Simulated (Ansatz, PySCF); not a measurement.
Spin states of Cl2W (SMILES [Cl][W][Cl]), each relaxed with B3LYP-D3(BJ)/def2-TZVP.
State 1 (charge 0, multiplicity 5):
```xyz
3

W      0.483     0.111     0.025
Cl    -0.412     1.526    -1.530
Cl    -0.105    -1.590     1.435
```
State 2 (charge 0, multiplicity 1):
```xyz
3

W     -0.005     0.017    -0.023
Cl    -0.172     1.622    -1.553
Cl     0.144    -1.592     1.505
```

Singlets are restricted, other states unrestricted; no spin–orbit coupling, no relativity up to Kr; see below for the cores. The largest T1 diagnostic is 0.023.

Correlated levels freeze the inner cores; with def2 sets outer-core shells near the valence are correlated too. CBS: X⁻³ extrapolation of the correlation energy, Hartree–Fock from the larger set.

Run with Ansatz (Gaussian basis) for Hartree–Fock, density functionals and correlated methods; PySCF for the dispersion terms.  In def2 rows elements past Kr take small-core potentials, without spin–orbit coupling.

Question: Predict the energy of the multiplicity-1 state less that of the multiplicity-5 state from CCSD(T)/CBS(def2-TZVPP, def2-QZVPP).

Answer: 91 kJ/mol

Question: Estimate the energy of the multiplicity-1 state less that of the multiplicity-5 state that r2SCAN-D3(BJ)/def2-TZVPP returns for this input.

Answer: 166 kJ/mol

Question: What is the computed energy of the multiplicity-1 state less that of the multiplicity-5 state (CCSD/def2-QZVPP)?

Answer: 117 kJ/mol

Doubts at one or more of the structures used: a restricted determinant that unrestricted orbitals would lower (CCSD/def2-QZVPP, CCSD(T)/CBS(def2-TZVPP, def2-QZVPP)).

Ansatz is a first-principles code.
